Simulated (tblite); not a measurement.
Species: C6H9GaO2.
Numbering: `[CH2:1]=[C:2]([CH3:3])[C:4]1=[CH:5][CH:6]=[O+:7][GaH2-:8][O:9]1` (hydrogens: H10, H11 on C1; H12, H13, H14 on C3; H15 on C5; H16 on C6; H17, H18 on Ga8)
Bond orders are those of one Lewis drawing.

Computed with GFN2-xTB (tblite), gas phase: L-BFGS steps from a force-field or distance-geometry start until the largest atomic force falls under 0.01 eV/Å.

Step 0: E = -727.9430 eV
```
atom  x, y, z in Å  |  force x, y, z in eV/Å
C1     -1.9271    1.1635    0.9702   -0.489   0.557   0.513
C2     -1.3822    0.3240    0.0905    0.356   0.460   1.051
C3     -2.2732   -0.3424   -0.8648   -1.151   0.516  -2.035
C4      0.0760    0.0784    0.1169   -0.853   4.147   4.876
C5      0.5670   -0.7636   -0.7360    2.583  -3.815  -3.982
C6      1.9420   -1.1583   -0.9096   -1.145   0.378   0.286
O7      2.9209   -0.7591   -0.2357   -0.339  -0.250  -0.236
Ga8     2.6164    0.4591    1.1304    1.194   1.454   1.533
O9      0.7901    0.7612    1.0933   -1.409  -1.792  -2.457
H10    -3.0218    1.3476    0.9537    1.055  -0.038   0.209
H11    -1.3077    1.6764    1.7065   -0.385  -0.134  -0.263
H12    -3.2443    0.2548   -0.8950    0.992  -1.116   0.153
H13    -2.4668   -1.4081   -0.6626    0.083   0.556  -0.044
H14    -1.8629   -0.2236   -1.9056   -0.387  -0.362   0.781
H15    -0.1541   -1.2162   -1.4404    0.741   0.093   0.372
H16     2.1862   -1.8811   -1.6912   -0.192  -0.125  -0.220
H17     3.4332    1.7988    0.7092   -0.376  -0.508   0.008
H18     3.0997   -0.1052    2.5586   -0.279  -0.024  -0.546
```

Q: Estimate the geometry and energy of step 1. (The exact step hangs on the optimiser's Hessian estimate; all steps are aligned on step 0, rigid shifts and turns removed.)

A: E = -728.4767 eV, largest force 3.037 eV/Å
```
atom  x, y, z in Å  |  force x, y, z in eV/Å
C1     -1.9341    1.1715    0.9775   -0.260   0.284   0.281
C2     -1.3771    0.3306    0.1056   -0.687   0.227   0.286
C3     -2.2897   -0.3350   -0.8938    0.157   0.243  -0.171
C4      0.0639    0.1377    0.1865    0.918  -2.096  -1.997
C5      0.6039   -0.8181   -0.7929   -0.812   1.717   1.688
C6      1.9257   -1.1529   -0.9055   -0.529  -0.848  -1.035
O7      2.9160   -0.7627   -0.2390    0.333   0.495   0.774
Ga8     2.6335    0.4799    1.1523    1.367   0.784   0.837
O9      0.7700    0.7356    1.0582   -0.108  -0.082  -0.136
H10    -3.0067    1.3471    0.9567    0.399   0.117   0.230
H11    -1.3132    1.6745    1.7028   -0.233   0.078   0.054
H12    -3.2302    0.2389   -0.8928    0.237  -0.579   0.041
H13    -2.4656   -1.4002   -0.6632    0.059   0.579  -0.123
H14    -1.8684   -0.2288   -1.8945   -0.115  -0.212   0.001
H15    -0.1435   -1.2149   -1.4351    0.083  -0.436  -0.404
H16     2.1835   -1.8829   -1.6944   -0.130   0.009  -0.038
H17     3.4278    1.7915    0.7093   -0.371  -0.277   0.040
H18     3.0957   -0.1055    2.5508   -0.308  -0.005  -0.328
```

The energy changes by -0.5337 eV. The first-order estimate −F·Δx gives -1.6012 eV and the mean of the old and new forces, exact on a quadratic surface, -0.6069 eV. The step makes an angle of 0° with the force vector and moves no atom by more than 0.092 Å.

The cost below is that of the whole relaxation. On one thread of an Arm Neoverse N1, no GPU, shared host with 64 logical CPUs at a one-minute load of 61, this took 0.71 s wall.
